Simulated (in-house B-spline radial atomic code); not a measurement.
# Te8+: [Kr] 4d8

All numbers are computed (non-relativistic B97-1, spin-polarised, spherical fractional occupations, exact exchange averaged over the configuration; point nucleus) with an all-electron radial atomic-structure program (B-spline basis), not measured.

Effective charges: Z_r = [3n² - l(l+1)]/(2<r>) from the radius, Z_e = n√(-2ε) from the energy, and Slater's rules. Values are occupation-weighted means over spin.

```json
{"shell": "1s", "electrons": "2", "ε (eV)": "-30602", "<r> (bohr)": "0.02924", "Z_r": "51.30", "Z_e": "47.43", "Slater": "51.70"}
{"shell": "2s", "electrons": "2", "ε (eV)": "-4708.7", "<r> (bohr)": "0.126", "Z_r": "47.63", "Z_e": "37.21", "Slater": "47.85"}
{"shell": "2p", "electrons": "6", "ε (eV)": "-4424.2", "<r> (bohr)": "0.1074", "Z_r": "46.56", "Z_e": "36.06", "Slater": "47.85"}
{"shell": "3s", "electrons": "2", "ε (eV)": "-1043", "<r> (bohr)": "0.3352", "Z_r": "40.28", "Z_e": "26.27", "Slater": "40.75"}
{"shell": "3p", "electrons": "6", "ε (eV)": "-923.93", "<r> (bohr)": "0.3258", "Z_r": "38.37", "Z_e": "24.72", "Slater": "40.75"}
{"shell": "3d", "electrons": "10", "ε (eV)": "-703.67", "<r> (bohr)": "0.2964", "Z_r": "35.43", "Z_e": "21.57", "Slater": "30.85"}
{"shell": "4s", "electrons": "2", "ε (eV)": "-277.12", "<r> (bohr)": "0.7807", "Z_r": "30.74", "Z_e": "18.05", "Slater": "24.25"}
{"shell": "4p", "electrons": "6", "ε (eV)": "-234.8", "<r> (bohr)": "0.8123", "Z_r": "28.31", "Z_e": "16.62", "Slater": "24.25"}
{"shell": "4d", "electrons": "8", "ε (eV)": "-162.75", "<r> (bohr)": "0.8962", "Z_r": "23.43", "Z_e": "13.83", "Slater": "13.55"}
```

The least bound orbital is 4d down at -161.4 eV, and it is also the most diffuse (<r> = 0.8983 bohr).
